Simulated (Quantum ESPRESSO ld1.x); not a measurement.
The run below uses ld1.x (Quantum ESPRESSO 7.5).

```
 &input
    atom='Ga',
    iswitch=1,
    rel=1,
    lsd=1,
    dft='PZ',
    config='[Ar] 3d5 3d4.2 4s2',
    verbosity='high',
    prefix='ld1',
    max_out_wfc=37,
    file_charge='ld1.rho',
 /
```

Standard output:

```
     Program LD1 v.7.5 starts

     --------------------------- All-electron run ----------------------------

     scalar relativistic calculation

     atomic number is 31.00
     dft =PZ   lsd =1 sic =0 latt =0  beta=0.20 tr2=1.0E-14
     Exchange-correlation= PZ
                           (   1   1   0   0   0   0   0)
     mesh =2005 r(mesh) =  99.28682 a.u. xmin = -8.00 dx = 0.00800
     1 Ry =  13.60569312 eV, c = 137.03599908

     n l     nl                  e(Ry)          e(Ha)          e(eV)
     1 0     1S 1( 1.00)    -752.361808050    -376.180904025 -10236.4038778
     2 0     2S 1( 1.00)     -94.563940358     -47.281970179  -1286.6079530
     2 1     2P 1( 3.00)     -82.659584876     -41.329792438  -1124.6409455
     3 0     3S 1( 1.00)     -12.711045757      -6.355522879   -172.9425878
     3 1     3P 1( 3.00)      -9.113254016      -4.556627008   -123.9921375
     3 2     3D 1( 5.00)      -3.240034531      -1.620017265    -44.0829155
     3 2     3D 2( 4.20)      -3.172524845      -1.586262423    -43.1643995
     4 0     4S 1( 1.00)      -1.938844739      -0.969422369    -26.3793265
     1 0     1S 2( 1.00)    -752.361013340    -376.180506670 -10236.3930652
     2 0     2S 2( 1.00)     -94.518931669     -47.259465834  -1285.9955786
     2 1     2P 2( 3.00)     -82.624931436     -41.312465718  -1124.1694614
     3 0     3S 2( 1.00)     -12.638342049      -6.319171025   -171.9534035
     3 1     3P 2( 3.00)      -9.042270879      -4.521135440   -123.0263627
     4 0     4S 2( 1.00)      -1.926443553      -0.963221777    -26.2105998

     final scf error:  7.0E-15 reached in  33 iterations

     Etot =   -3879.728716 Ry,   -1939.864358 Ha,  -52786.398310 eV
     Total magnetization:    0.80 Bohr mag.

     Ekin =    3944.360819 Ry,    1972.180409 Ha,   53665.762864 eV
     Encl =   -9303.941179 Ry,   -4651.970589 Ha, -126586.568514 eV
     Eh   =    1623.487435 Ry,     811.743718 Ha,   22088.671830 eV
     Exc  =    -143.635791 Ry,     -71.817895 Ha,   -1954.264489 eV

     normalization and overlap integrals

     s(1S/1S) =  1.000000  <r> =   0.0487  <r2> =    0.0032  r(max) =   0.0317
     s(1S/2S) = -0.004644
     s(1S/3S) = -0.001751
     s(1S/4S) = -0.000549
     s(2S/2S) =  1.000000  <r> =   0.2182  <r2> =    0.0562  r(max) =   0.1831
     s(2S/3S) = -0.001022
     s(2S/4S) = -0.000313
     s(2P/2P) =  1.000000  <r> =   0.1909  <r2> =    0.0447  r(max) =   0.1463
     s(2P/3P) = -0.000821
     s(3S/3S) =  1.000000  <r> =   0.6496  <r2> =    0.4870  r(max) =   0.5655
     s(3S/4S) = -0.000185
     s(3P/3P) =  1.000000  <r> =   0.6738  <r2> =    0.5348  r(max) =   0.5655
     s(3D/3D) =  1.000000  <r> =   0.7670  <r2> =    0.7521  r(max) =   0.5262
     s(3D/3D) =  1.000000  <r> =   0.7717  <r2> =    0.7628  r(max) =   0.5262
     s(4S/4S) =  1.000000  <r> =   2.0159  <r2> =    4.6245  r(max) =   1.7333
     s(1S/1S) =  1.000000  <r> =   0.0487  <r2> =    0.0032  r(max) =   0.0317
     s(1S/2S) = -0.004645
     s(1S/3S) = -0.001749
     s(1S/4S) = -0.000545
     s(2S/2S) =  1.000000  <r> =   0.2182  <r2> =    0.0562  r(max) =   0.1831
     s(2S/3S) = -0.001021
     s(2S/4S) = -0.000311
     s(2P/2P) =  1.000000  <r> =   0.1909  <r2> =    0.0447  r(max) =   0.1463
     s(2P/3P) = -0.000820
     s(3S/3S) =  1.000000  <r> =   0.6501  <r2> =    0.4878  r(max) =   0.5655
     s(3S/4S) = -0.000183
     s(3P/3P) =  1.000000  <r> =   0.6747  <r2> =    0.5364  r(max) =   0.5655
     s(4S/4S) =  1.000000  <r> =   2.0244  <r2> =    4.6636  r(max) =   1.7472

     ------------------------ End of All-electron run ------------------------
```

Run on one thread of a shared host, so times are rough (Intel(R) Xeon(R) Processor @ 2.60GHz): 0.52 s of CPU time, 2 s wall, 33 iterations on 2005 mesh points.
